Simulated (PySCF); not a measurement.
**Radial density of Rb⁺ (rubidium, charge +1)**

B97-3, [Kr], closed-shell 1S. Calculation: PySCF 2.14, in x2c-QZVPPall with one added diffuse shell each of s, p, d, f, g type (14s9p8d4f3g, 136 functions); scalar relativity by spin-free X2C-1e.

| r (bohr) | 4πr²ρ (e/bohr) |
| --- | --- |
| 0.0416 | 41.81 |
| 0.0701 | 40.02 |
| 0.118 | 55.20 |
| 0.198 | 39.29 |
| 0.333 | 35.75 |
| 0.561 | 30.04 |
| 0.943 | 8.026 |
| 1.59 | 5.674 |
| 2.67 | 1.128 |
| 4.49 | 0.02498 |
| 7.55 | 3.290e-05 |

Densities and radii are taken from the X2C orbitals without a picture-change correction, which distorts them close to the nucleus.
